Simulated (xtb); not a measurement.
xtb input:

```bash
xtb mol.xyz --gfnff --opt tight --chrg 0 --uhf 0
```
mol.xyz:
```
10

F     -0.33331621     1.41870965     0.76257341
C     -0.15388343     0.38035234    -0.09532345
F     -0.56553872     0.80298230    -1.31937120
C      1.22207737    -0.28113622    -0.05316694
O      0.61602590    -1.52262589     0.38159868
C     -0.71919998    -0.96182148     0.36467551
H      1.71110999    -0.37338828    -1.02393345
H      1.90247041     0.13399508     0.69167015
H     -1.17734831    -0.94590585     1.35457337
H     -1.36870873    -1.45328921    -0.36103024
```

Problem. What final total energy does it print?

Solution. -1.45838 Eh (GFN-FF).
